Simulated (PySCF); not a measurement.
C₇H₁₀B₂.
Atom-mapped SMILES: `[BH2:1][CH:2]([BH2:3])[c:4]1[cH:5][cH:6][cH:7][cH:8][cH:9]1` (hydrogens: H10, H11 on B1; H12 on C2; H13, H14 on B3; H15 on C5; H16 on C6; H17 on C7; H18 on C8; H19 on C9)

Geometry (PBE0-D3(BJ)/def2-SVP, Å), atoms numbered from 1 in this order:
```
atom  x, y, z in Å
B1     1.8349   -1.2391    1.0359
C2     1.3256   -0.5367   -0.2612
B3     2.3924    0.5667   -0.5411
C4    -0.1206   -0.1489   -0.3294
C5    -0.9702   -0.7050   -1.2922
C6    -2.3147   -0.3410   -1.3567
C7    -2.8347    0.5881   -0.4586
C8    -1.9971    1.1494    0.5052
C9    -0.6553    0.7839    0.5676
H10    1.1565   -1.2478    2.0360
H11    2.9216   -1.7696    1.0470
H12    1.6199   -1.2988   -1.0205
H13    3.5442    0.2562   -0.7357
H14    2.0790    1.7339   -0.5504
H15   -0.5733   -1.4352   -2.0037
H16   -2.9597   -0.7883   -2.1171
H17   -3.8878    0.8741   -0.5082
H18   -2.3926    1.8798    1.2155
H19   -0.0077    1.2303    1.3277
```

Level: CAM-B3LYP/def2-SVPD in PySCF, non-relativistic, on one gas-phase PBE0-D3(BJ)/def2-SVP geometry that isn't relaxed in the solvent. The solvent is an IEF-PCM continuum (cavity from Bondi-type radii × 1.2), and excitations are vertical TDDFT with non-equilibrium linear response and a frozen core. Only the electrostatic response of the medium enters.

Gas-phase singlets (H = HOMO, L = LUMO):

| state | E (eV) | λ (nm) | f | leading configurations |
| --- | --- | --- | --- | --- |
| S1 | 4.283 | 289 | 0.002 | H→L 92% |
| S2 | 5.181 | 239 | 0.000 | H-1→L 94% |
| S3 | 5.298 | 234 | 0.008 | H→L+1 44%, H→L+2 14% |
| S4 | 5.692 | 218 | 0.007 | H-3→L 71%, H-5→L 8% |
| S5 | 5.716 | 217 | 0.003 | H-2→L 47%, H→L+1 13% |

Question: How does the list change in benzene (ε = 2.271)?

Answer: 
```csv
state,E (eV),λ (nm),f,leading configurations,change by rank (eV)
S1,4.339,286,0.003,H→L 92%,+0.056
S2,5.257,236,0.000,H-1→L 92%,+0.076
S3,5.298,234,0.014,"H→L+1 44%, H→L+3 15%",0.000
S4,5.712,217,0.009,H-3→L 69%,+0.020
S5,5.734,216,0.005,"H-2→L 50%, H→L+1 11%",+0.018
```

Question: The ground-state energy changes by -0.060 eV from gas to benzene. By how much does the total energy of gas-phase S1 change?

Answer: E(S1) = E(S0) + excitation energy, so it changes by -0.060 + 0.056 = -0.004 eV: it is lowered less than the ground state, which is what a blue shift means. This is the vertical state, with the slow part of the continuum still set for S0.

Question: How do the frontier levels move from gas to benzene?

Answer: 
```json
{"orbital": "LUMO+2", "gas (eV)": "0.93", "solvent (eV)": "0.96", "change (eV)": "+0.03", "Löwdin shares, gas": "C6 18 %, C9 17 %, C4 14 %, C7 13 %", "Löwdin shares, solvent": "C6 18 %, C9 16 %, C4 15 %, C7 14 %"}
{"orbital": "LUMO+1", "gas (eV)": "0.34", "solvent (eV)": "0.41", "change (eV)": "+0.07", "Löwdin shares, gas": "B3 26 %, B1 26 %, C2 7 %, H10 6 %", "Löwdin shares, solvent": "B3 25 %, B1 25 %, C2 7 %, H10 5 %"}
{"orbital": "LUMO", "gas (eV)": "-1.00", "solvent (eV)": "-0.90", "change (eV)": "+0.10", "Löwdin shares, gas": "B1 28 %, B3 28 %, C2 16 %, H11 5 %", "Löwdin shares, solvent": "B1 28 %, B3 28 %, C2 16 %, H11 5 %"}
{"orbital": "HOMO", "gas (eV)": "-8.08", "solvent (eV)": "-8.05", "change (eV)": "+0.03", "Löwdin shares, gas": "C7 22 %, C4 20 %, C9 11 %, C5 10 %", "Löwdin shares, solvent": "C7 22 %, C4 20 %, C9 11 %, C5 10 %"}
{"orbital": "HOMO-1", "gas (eV)": "-8.50", "solvent (eV)": "-8.48", "change (eV)": "+0.02", "Löwdin shares, gas": "C5 20 %, C8 20 %, C9 20 %, C6 20 %", "Löwdin shares, solvent": "C5 20 %, C8 20 %, C9 20 %, C6 20 %"}
{"orbital": "HOMO-2", "gas (eV)": "-10.64", "solvent (eV)": "-10.58", "change (eV)": "+0.06", "Löwdin shares, gas": "C2 14 %, B1 13 %, C4 12 %, B3 11 %", "Löwdin shares, solvent": "C2 14 %, B1 13 %, C4 12 %, B3 11 %"}
{"orbital": "HOMO-3", "gas (eV)": "-10.70", "solvent (eV)": "-10.63", "change (eV)": "+0.07", "Löwdin shares, gas": "B3 22 %, B1 19 %, C2 18 %, H14 14 %", "Löwdin shares, solvent": "B3 22 %, B1 19 %, C2 18 %, H14 14 %"}
```

The HOMO–LUMO gap goes from 7.09 to 7.16 eV.
